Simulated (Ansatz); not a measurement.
`[CH3][Ge]([O]CC(F)(F)F)([O]CC(F)(F)F)[O]CC(F)(F)F`, charge 0, multiplicity 1.

Q: Give a relaxed structure at PBE0-D4/def2-TZVP (Ansatz 0.2.0). (An estimate is asked.)

A: Ansatz gave: 
Z-matrix (Å, degrees):
```
C
Ge 1 1.918
H 1 1.089 2 110.5
H 1 1.090 2 107.9 3 -119.4
H 1 1.090 2 109.9 3 122.0
O 2 1.770 1 110.9 3 178.4
O 2 1.780 1 117.4 3 -60.9
O 2 1.767 1 109.1 3 60.3
C 6 1.392 2 123.0 1 117.1
C 7 1.391 2 123.8 1 6.2
C 8 1.394 2 124.1 1 -147.0
C 9 1.515 6 110.9 2 -86.5
H 9 1.093 6 109.0 2 155.4
H 9 1.094 6 113.4 2 34.3
C 10 1.515 7 111.1 2 88.1
H 10 1.094 7 109.2 2 -153.6
H 10 1.096 7 113.8 2 -33.0
C 11 1.515 8 112.4 2 -83.1
H 11 1.095 8 113.1 2 38.3
H 11 1.093 8 108.5 2 158.8
F 12 1.336 9 110.6 6 178.2
F 12 1.349 9 111.3 6 58.9
F 12 1.333 9 112.6 6 -60.9
F 15 1.335 10 110.5 7 179.6
F 15 1.334 10 112.2 7 59.0
F 15 1.345 10 111.2 7 -60.8
F 18 1.332 11 112.5 8 -56.0
F 18 1.343 11 111.7 8 64.7
F 18 1.339 11 109.8 8 -176.3
```
This is one stationary point; other conformers may exist.
